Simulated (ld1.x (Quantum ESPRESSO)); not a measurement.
**Varying the TM semilocal potential for iron (Fe)**

Base potential:

iron (Fe), norm-conserving Troullier–Martins (semilocal form), made with ld1.x (Quantum ESPRESSO) 7.5 (PBE, scalar-relativistic). Core [Ne], reference 3s2 3p6 3d7 4s1 4p0. Waves: 3s (bound): rc 0.80 bohr; 3d (bound): rc 1.35 bohr; 3p (bound): rc 0.75 bohr. Local part: the p channel. Core correction: none.

Occupied shells without a wave of their own: 4s. They enter only through the test configuration that unscreens the potential.

Cutoffs, loose and tight: the cutoffs (Ry, on a coarse ladder) from which the occupation-weighted sum of valence levels, in a spherical-Bessel basis at the reference potential, stays within 10 and 1 mRy of its value at 400 Ry. They do not see the model core or the augmentation charge, which bear on the density cutoff. Test errors are all-electron minus pseudo excitation energies from the reference, over the configurations 3s2 3p6 3d6 4s2 4p0; 3s2 3p6 3d6 4s1 4p0; 3s2 3p6 3d6 4s0 4p0; 3s2 3p6 3d6 4s0 4p1; 3s2 3p6 3d6 4s1.5 4p0; 3s2 3p6 3d6.5 4s1.5 4p0; 3s2 3p6 3d6 4s1 4p1. A dash means not determined; rows that change the core or the reference have their own tests.

In the semilocal form every listed channel keeps its own potential, so the choice of the local channel does not act on these tests. It acts once the file is put into the separable form.

A semilocal file is local in each channel, so a ghost entry of none says nothing of the separable form that plane-wave codes build from it.

| change | outcome | cutoff, loose | cutoff, tight | bound ghosts | largest test error (meV) |
| --- | --- | --- | --- | --- | --- |
| base | generated | 200 Ry | over 300 Ry | none | -90 |
| wave 3p (bound): rc 0.75 bohr becomes 3p (bound): rc 0.98 bohr | generated | 200 Ry | over 300 Ry | none | -89 |
| wave 3s (bound): rc 0.80 bohr becomes 3s (bound): rc 0.92 bohr | generated | 180 Ry | 300 Ry | none | -183 |
| local potential the s channel | generated | 200 Ry | over 300 Ry | none | -90 |
| form changed from semilocal to separable (Kleinman–Bylander), still TM; local potential the s channel | generated | 200 Ry | over 300 Ry | none | -83 |
| wave 3d (bound): rc 1.35 bohr becomes 3d (bound): rc 1.60 bohr | generated | 200 Ry | over 300 Ry | none | -113 |
| all radii scaled by about 0.96 (s 0.76, p 0.72, d 1.30 bohr) | generated | 230 Ry | over 300 Ry | none | -79 |
| core [Ar], valence charge 8; reference 3d6.5 4s1.5 4p0; waves now 4p (bound): rc 3.85 bohr; 3d (bound): rc 1.70 bohr; 4s (bound): rc 2.55 bohr; local potential the s channel; core correction Bessel-smoothed model core inside 1.00 bohr | generated | 90 Ry | 140 Ry | none | -1691 |
| functional BLYP | generated | 200 Ry | over 300 Ry | none | -90 |
| reference 3s2 3p6 3d6 4s1.5 4p0.5 | generated | 200 Ry | over 300 Ry | none | -296 |
| core [Ne] 3s2, valence charge 14; reference 3p6 3d6 4s1 4p0; waves now 4s (bound): rc 2.40 bohr; 3p (bound): rc 0.75 bohr; 3d (bound): rc 0.85 bohr; local potential the d channel; core correction a·sin(br)/r model core, default radius (core density twice the valence density) | generated | 260 Ry | 300 Ry | none | -66 |
| all radii scaled by about 1.41 (s 1.14, p 1.06, d 1.90 bohr) | generated, misses its reference levels by 0.33 eV | 110 Ry | 160 Ry | none | -801 |
| local potential the d channel | generated | 200 Ry | over 300 Ry | none | -90 |
